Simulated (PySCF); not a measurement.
Se(Br)(OMe) (CH3BrOSe), SMILES CO[Se]Br. Atoms are numbered in the order given.

```xyz
7

Se    -0.0271    -0.4584     0.8952
Br     0.7973     1.1053    -0.6362
O     -0.8721    -1.5993    -0.1749
C     -2.1137    -1.1764    -0.7016
H     -1.9777    -0.3519    -1.4220
H     -2.5360    -2.0443    -1.2286
H     -2.8098    -0.8514     0.0897
```
Charge 0, spin multiplicity 1.

Geometry optimised at PBE0-D3(BJ)/def2-SVP. The structure was generated by enumeration, and PubChem lists no compound with its InChIKey, so it may never have been made. The values are those of a single conformer.

Method: TDA-PBE/def2-SVPD in PySCF.

Vertical excitations. The molecule is in vacuum.

Task: Give excitation energies, oscillator strengths and character. (Estimate from the structure and the level; the computed values follow.)

Result: 
```json
[
 {"state": "S1", "energy (eV)": "2.58", "λ (nm)": "480", "f": "0.002", "main pairs": "HOMO→LUMO 99 %"},
 {"state": "S2", "energy (eV)": "3.58", "λ (nm)": "346", "f": "0.000", "main pairs": "HOMO→LUMO+1 98 %"},
 {"state": "S3", "energy (eV)": "4.48", "λ (nm)": "277", "f": "0.015", "main pairs": "HOMO−1→LUMO 68 %, HOMO−2→LUMO 23 %"},
 {"state": "S4", "energy (eV)": "4.54", "λ (nm)": "273", "f": "0.017", "main pairs": "HOMO−2→LUMO 74 %, HOMO−1→LUMO 16 %"},
 {"state": "S5", "energy (eV)": "4.99", "λ (nm)": "249", "f": "0.011", "main pairs": "HOMO−3→LUMO 84 %"},
 {"state": "S6", "energy (eV)": "5.25", "λ (nm)": "236", "f": "0.005", "main pairs": "HOMO−1→LUMO+1 93 %"},
 {"state": "S7", "energy (eV)": "5.45", "λ (nm)": "227", "f": "0.013", "main pairs": "HOMO→LUMO+2 99 %"},
 {"state": "S8", "energy (eV)": "5.54", "λ (nm)": "224", "f": "0.010", "main pairs": "HOMO−4→LUMO 77 %, HOMO−2→LUMO+1 17 %"},
 {"state": "S9", "energy (eV)": "5.74", "λ (nm)": "216", "f": "0.048", "main pairs": "HOMO−2→LUMO+1 45 %, HOMO−4→LUMO 19 %, HOMO−3→LUMO+1 14 %, HOMO−5→LUMO 7 %"},
 {"state": "S10", "energy (eV)": "5.77", "λ (nm)": "215", "f": "0.015", "main pairs": "HOMO−3→LUMO+1 83 %"},
 {"state": "T1", "energy (eV)": "1.91", "λ (nm)": "650", "f": "0", "main pairs": "HOMO→LUMO 100 %"},
 {"state": "T2", "energy (eV)": "2.85", "λ (nm)": "434", "f": "0", "main pairs": "HOMO→LUMO+1 99 %"},
 {"state": "T3", "energy (eV)": "3.79", "λ (nm)": "327", "f": "0", "main pairs": "HOMO−1→LUMO 99 %"},
 {"state": "T4", "energy (eV)": "3.95", "λ (nm)": "314", "f": "0", "main pairs": "HOMO−2→LUMO 99 %"}
]
```
Triplets are in the Tamm–Dancoff approximation.
